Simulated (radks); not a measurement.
Charge is removed step by step from the 2s level of the magnesium ion Mg2+, starting from [Ne]. All-electron calculation, non-relativistic Kohn-Sham, PBE, spin-unpolarised, spherical densities, point nucleus. Program: a radial shooting solver on a logarithmic mesh with Libxc functionals.

| removed (e) | E - E(0) (eV) | eigenvalue (eV) | E minus straight line (eV) |
|---|---|---|---|
| 0 | 0.000 | -99.644 | 0.000 |
| 0.25 | 25.777 | -106.59 | -2.662 |
| 0.5 | 53.307 | -113.67 | -3.571 |
| 0.75 | 82.623 | -120.88 | -2.694 |
| 1 | 113.76 | -128.21 | 0.000 |

Removing the whole electron costs 113.76 eV by Delta-SCF, against 99.644 eV from minus the eigenvalue at the starting occupation. Slater's transition state (half an electron removed) gives 113.67 eV. Integrating minus the eigenvalue over the occupation (Janak's theorem) gives 113.76 eV. The mean slope of the eigenvalue, de/dn, is 28.6 eV per electron.
